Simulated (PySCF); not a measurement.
# Computed records: AlBH4N2

Calculation on a computer-drawn molecule: the log of a Hartree-Fock and frozen-core CCSD(T) single point meant for a local Hartree-Fock minimum, with one planted fault or none, to be diagnosed. Offsets are logged minus clean, where the clean run is the same molecule without the fault. The reference is restricted for singlets and unrestricted otherwise, and also for a bond in bohr or an excited solution. Adding or removing an electron swaps singlet and doublet. The excited solution moves the top pair (singlet) or top alpha electron (doublet) to the lowest empty orbital. Highest occupied and lowest empty are orbital energies over both spins, largest force is the largest gradient component, triples share is (T) over the correlation energy, the T1 limit is 0.02 restricted and 0.045 unrestricted, electrons count all cores, a negative frequency is imaginary (commonest isotopes), and the dipole is about the centre of nuclear charge. Program: PySCF 2.14.0.

### AlBH4N2

Logged structure:
```xyz
8
AlBH4N2
N      0.4856     2.7092    -1.7603
Al     0.7766     1.1520    -1.5294
B      1.1332    -0.9501    -1.2743
N      0.6443    -1.8864    -2.1691
H      0.3181     3.6777    -1.8830
H      1.7713    -1.3453    -0.3375
H      0.8080    -2.8671    -2.0545
H      0.1034    -1.6712    -2.9805
```

- meant charge: 0
- meant multiplicity: 1
- meant basis: cc-pV(D+d)Z
- logged electrons: 36
- logged basis functions: 85
- logged SCF converged: yes
- logged spin squared: 0
- logged highest occupied: -3.1732 eV
- logged lowest empty: -4.4402 eV
- logged largest force: 0.25466 hartree/bohr
- logged CC converged: no
- logged dipole magnitude: 7.2849 debye
- logged SCF stable within its kind: no
- logged energy HF: -377.39331 hartree
- possible faults: no fault, one electron removed, one electron added, multiplicity raised by two, geometry at a saddle point, SCF held on an excited solution, minimal basis STO-3G, one bond length entered in bohr, all coordinates scaled

Drawn bonds:
```csv
atom,other atom,order
1,2,2
2,3,1
3,4,1
1,5,1
3,6,1
4,7,1
4,8,1
```

Notes: CCSD not converged.

**Q.** Which fault was planted in the run of AlBH4N2?
**A.** SCF held on an excited solution

Further results for AlBH4N2:

* HF energy offset from clean run: 269 kcal/mol
